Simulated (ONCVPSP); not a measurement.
# PBE ONCV dataset for B, scalar-relativistic all-electron reference.

* Element: B
* Generator: ONCVPSP 4.0.1
* Type: optimised norm-conserving Vanderbilt (ONCV)
* Functional: PBE
* Relativity: scalar-relativistic
* Frozen core: [He]
* Valence charge: 3
* Reference configuration: 2s1 2p2
* Partial waves: 2s: rc 1.75 bohr, ncon 4, nbas 7, qcut 3 1/bohr, 2 projectors, debl 2.3 Ha; 2p: rc 3.25 bohr, ncon 5, nbas 9, qcut 3.5 1/bohr, 2 projectors, debl 0.8 Ha; d scattering state at 0.1 Ha: rc 3.25 bohr, ncon 4, nbas 7, qcut 2.8 1/bohr, 2 projectors, debl 0.4 Ha
* Local potential: polynomial inside 1.15 bohr (lpopt 2, dvloc0 6 Ha)
* Core correction: none

All-electron outer shells of the reference configuration (PBE, scalar-relativistic, ld1.x):

```csv
shell,level (eV),outermost node (bohr),outermost maximum (bohr)
1s,-181.74,–,0.21
2s,-9.92,0.46,1.52
2p,-4.06,–,1.55
```

(1) Estimate the cutoffs (Ha) at which the residual kinetic energy of the hardest occupied pseudo-wave falls to 1 and 0.1 mHa per electron.

(2) What does a ghost test show?

(3) Which valence shell sets the plane-wave cutoff?

(4) Tests: 2s2 2p1; 2s2 2p0; 2s1 2p0; 2s2 2p0.5. Which has the largest error in its energy relative to the reference configuration, and how large is it?

Answers

(1) 22 Ha and 37 Ha.

(2) No bound ghost flagged; no localised positive-energy state flagged.

(3) 2s: 22 Ha for 1 mHa per electron, against 5 Ha for 2p.

(4) 2s1 2p0, with +754 meV (all-electron minus pseudo) on +27.79 eV.
